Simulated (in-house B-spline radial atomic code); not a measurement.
Whole-atom quantities along the 30-electron series, configuration [Ar] 3d10 4s2. Computed with a radial B-spline atomic code at the basis-set limit: non-relativistic Hartree-Fock, average of the configuration, point nuclei.

This level leaves out relativity, spin-orbit splitting included, which matters for heavy ions.

```csv
ion,Z,E/Z² (Eh),Σ<r²> (bohr²),n(0)/Z³ (bohr⁻³),Lamb diamagnetic shielding (ppm),repulsion over attraction
Ce28+,58,-2.4302,2.3071,0.71032,5581.32,0.10344
Pr29+,59,?,?,?,?,?
Nd30+,60,-2.449,2.1031,0.71146,5798.93,0.10044
Pm31+,61,-2.458,2.0113,0.71201,5907.73,0.098993
Sm32+,62,-2.4667,1.9255,0.71254,6016.52,0.097589
Eu33+,63,?,?,?,?,?
Gd34+,64,-2.4834,1.7697,0.71356,6234.1,0.09489
Tb35+,65,-2.4915,1.6989,0.71405,6342.88,0.093594
```

Task: Fill in the row of Pr29+.

Result: E/Z² (Eh): -2.4398; Σ<r²> (bohr²): 2.2015; n(0)/Z³ (bohr⁻³): 0.7109; Lamb diamagnetic shielding (ppm): 5690.13; repulsion over attraction: 0.10192.

Task: Fill in the row of Eu33+.

Result: E/Z² (Eh): -2.4752; Σ<r²> (bohr²): 1.8451; n(0)/Z³ (bohr⁻³): 0.71306; Lamb diamagnetic shielding (ppm): 6125.31; repulsion over attraction: 0.096222.

Task: With what power of Z does the column «Σ<r²> (bohr²)» change over this range?

Result: A fit of the logarithm of its size against log Z from Z = 58 to 65 has slope -2.69. Unscreened non-relativistic hydrogenic orbitals would give -2.
